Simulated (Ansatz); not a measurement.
Born–Oppenheimer molecular dynamics of FH3O3Si (8 atoms, charge 0, multiplicity 1). It starts from a relaxed structure.

All numbers below come from Ansatz 0.2.0, RKS B3LYP/6-31G.

```yaml
ensemble: NVT, Langevin thermostat
time_step: 0.5 fs
steps_asked: 150
set_temperature: 300 K
friction: 0.01 /fs
seed: 823220
```

Frames 1 fs apart, positions in Å, forces in eV/Å.

Velocities at 35 fs (Å/ps):

```
Si 2.05 -0.97 1.28
F 1.29 4.45 -0.66
O -2.84 4.76 3.51
H 16.08 16.85 2.17
O -3.49 -1.09 -5.67
H 19.19 -29.17 -12.29
O 3.27 -5.98 4.52
H -7.73 -23.61 1.36
```

```xyz
8
Properties=species:S:1:pos:R:3:forces:R:3 time_fs=35 energy_less_start_eV=0.121 T=283
Si -0.099 -0.137 0.028 -0.28 -0.79 0.11
F -0.001 0.235 1.653 -0.15 0.32 0.43
O 1.458 -0.577 -0.378 -0.01 0.02 -0.44
H 2.187 -0.055 -0.724 0.13 0.12 -0.06
O -0.770 1.169 -0.826 1.05 -0.67 0.10
H -1.640 1.455 -0.558 -0.94 0.52 -0.02
O -1.129 -1.474 -0.104 0.03 1.18 -0.43
H -1.008 -2.344 0.265 0.18 -0.70 0.30
8
Properties=species:S:1:pos:R:3:forces:R:3 time_fs=36 energy_less_start_eV=0.169 T=216
Si -0.097 -0.138 0.029 -0.48 -0.76 0.08
F 0.000 0.239 1.653 -0.17 0.33 0.44
O 1.455 -0.573 -0.375 0.99 0.49 -0.86
H 2.202 -0.038 -0.723 -0.67 -0.42 0.31
O -0.773 1.168 -0.831 2.28 -1.18 -0.13
H -1.629 1.430 -0.570 -2.17 0.93 0.31
O -1.125 -1.480 -0.100 0.10 0.49 -0.14
H -1.016 -2.369 0.266 0.13 0.13 -0.01
8
Properties=species:S:1:pos:R:3:forces:R:3 time_fs=37 energy_less_start_eV=0.197 T=169
Si -0.095 -0.138 0.031 -0.70 -0.74 0.08
F 0.001 0.243 1.653 -0.18 0.34 0.46
O 1.452 -0.568 -0.373 1.65 0.76 -1.12
H 2.211 -0.024 -0.722 -1.14 -0.75 0.51
O -0.774 1.166 -0.836 2.24 -1.20 -0.04
H -1.639 1.414 -0.582 -2.12 0.87 0.26
O -1.122 -1.484 -0.095 0.14 -0.13 0.09
H -1.023 -2.394 0.263 0.11 0.85 -0.26
8
Properties=species:S:1:pos:R:3:forces:R:3 time_fs=38 energy_less_start_eV=0.178 T=197
Si -0.094 -0.139 0.034 -0.91 -0.76 0.10
F 0.002 0.245 1.654 -0.18 0.35 0.49
O 1.451 -0.562 -0.371 1.81 0.75 -1.16
H 2.209 -0.015 -0.715 -1.15 -0.77 0.51
O -0.774 1.164 -0.840 0.99 -0.81 0.31
H -1.667 1.407 -0.593 -0.84 0.45 -0.08
O -1.119 -1.488 -0.090 0.15 -0.45 0.19
H -1.030 -2.413 0.258 0.12 1.26 -0.37
8
Properties=species:S:1:pos:R:3:forces:R:3 time_fs=39 energy_less_start_eV=0.161 T=220
Si -0.092 -0.140 0.036 -1.14 -0.81 0.16
F 0.003 0.249 1.655 -0.18 0.34 0.48
O 1.449 -0.556 -0.370 1.52 0.47 -1.00
H 2.199 -0.014 -0.705 -0.73 -0.51 0.32
O -0.772 1.161 -0.843 -0.51 -0.36 0.64
H -1.704 1.404 -0.604 0.72 -0.03 -0.42
O -1.116 -1.492 -0.085 0.14 -0.16 0.08
H -1.041 -2.418 0.247 0.18 1.05 -0.26
8
Properties=species:S:1:pos:R:3:forces:R:3 time_fs=40 energy_less_start_eV=0.182 T=179
Si -0.090 -0.142 0.038 -1.35 -0.83 0.19
F 0.005 0.252 1.656 -0.18 0.33 0.46
O 1.448 -0.551 -0.371 0.84 -0.05 -0.69
H 2.183 -0.018 -0.692 0.05 0.00 -0.02
O -0.772 1.158 -0.846 -1.51 -0.06 0.82
H -1.736 1.401 -0.616 1.76 -0.34 -0.60
O -1.112 -1.496 -0.079 0.14 0.51 -0.13
H -1.048 -2.414 0.232 0.24 0.44 -0.04
8
Properties=species:S:1:pos:R:3:forces:R:3 time_fs=41 energy_less_start_eV=0.209 T=138
Si -0.089 -0.143 0.041 -1.47 -0.83 0.16
F 0.006 0.256 1.657 -0.17 0.33 0.47
O 1.448 -0.545 -0.372 -0.08 -0.69 -0.30
H 2.170 -0.023 -0.676 1.02 0.65 -0.42
O -0.771 1.154 -0.847 -1.74 -0.01 0.83
H -1.747 1.395 -0.633 2.03 -0.43 -0.59
O -1.108 -1.499 -0.075 0.13 1.15 -0.32
H -1.051 -2.409 0.218 0.27 -0.17 0.16
8
Properties=species:S:1:pos:R:3:forces:R:3 time_fs=42 energy_less_start_eV=0.194 T=137
Si -0.088 -0.145 0.044 -1.55 -0.78 0.11
F 0.007 0.259 1.658 -0.17 0.32 0.49
O 1.447 -0.539 -0.374 -0.49 -1.01 -0.13
H 2.165 -0.021 -0.665 1.48 0.96 -0.59
O -0.771 1.150 -0.847 -1.25 -0.18 0.73
H -1.737 1.387 -0.654 1.55 -0.30 -0.46
O -1.105 -1.501 -0.072 0.14 1.41 -0.38
H -1.050 -2.410 0.209 0.29 -0.42 0.24
8
Properties=species:S:1:pos:R:3:forces:R:3 time_fs=43 energy_less_start_eV=0.145 T=179
Si -0.087 -0.147 0.047 -1.57 -0.68 0.05
F 0.007 0.261 1.660 -0.17 0.31 0.50
O 1.446 -0.534 -0.376 -0.09 -0.81 -0.28
H 2.172 -0.010 -0.660 1.12 0.72 -0.43
O -0.772 1.146 -0.846 -0.09 -0.53 0.55
H -1.713 1.375 -0.677 0.39 0.01 -0.24
O -1.103 -1.502 -0.069 0.13 1.34 -0.36
H -1.044 -2.416 0.202 0.29 -0.37 0.22
8
Properties=species:S:1:pos:R:3:forces:R:3 time_fs=44 energy_less_start_eV=0.131 T=164
Si -0.088 -0.149 0.050 -1.53 -0.50 -0.01
F 0.007 0.264 1.661 -0.17 0.30 0.49
O 1.445 -0.529 -0.377 0.70 -0.34 -0.57
H 2.186 0.003 -0.661 0.33 0.21 -0.13
O -0.773 1.143 -0.845 1.49 -1.00 0.37
H -1.685 1.366 -0.701 -1.19 0.42 -0.01
O -1.102 -1.503 -0.066 0.10 1.06 -0.29
H -1.041 -2.422 0.197 0.27 -0.15 0.15
8
Properties=species:S:1:pos:R:3:forces:R:3 time_fs=45 energy_less_start_eV=0.149 T=144
Si -0.089 -0.152 0.053 -1.50 -0.27 -0.07
F 0.006 0.267 1.664 -0.16 0.28 0.47
O 1.444 -0.526 -0.381 1.49 0.13 -0.83
H 2.202 0.018 -0.660 -0.47 -0.31 0.16
O -0.774 1.139 -0.843 2.49 -1.29 0.30
H -1.671 1.364 -0.726 -2.16 0.66 0.10
O -1.101 -1.502 -0.063 0.07 0.68 -0.20
H -1.034 -2.428 0.193 0.24 0.11 0.07
8
Properties=species:S:1:pos:R:3:forces:R:3 time_fs=46 energy_less_start_eV=0.130 T=171
Si -0.089 -0.155 0.056 -1.48 -0.03 -0.07
F 0.006 0.270 1.667 -0.15 0.25 0.42
O 1.443 -0.523 -0.385 1.98 0.42 -0.97
H 2.216 0.029 -0.657 -0.98 -0.63 0.33
O -0.774 1.134 -0.842 2.02 -1.15 0.37
H -1.679 1.371 -0.753 -1.64 0.49 0.04
O -1.101 -1.500 -0.060 0.04 0.39 -0.15
H -1.024 -2.431 0.190 0.22 0.26 0.02
```

Of the whole run (75 fs, mean temperature of the second half 206 K): The mean temperature of the second half is 31 % below the set value. A run of 0.075 ps of so small a system gives no equilibrium averages. Limits of this set-up: no polarisation functions.

The run took 6.3 min on 1 thread of Arm Neoverse V1, with other jobs on the host, peak memory 0.11 GiB.
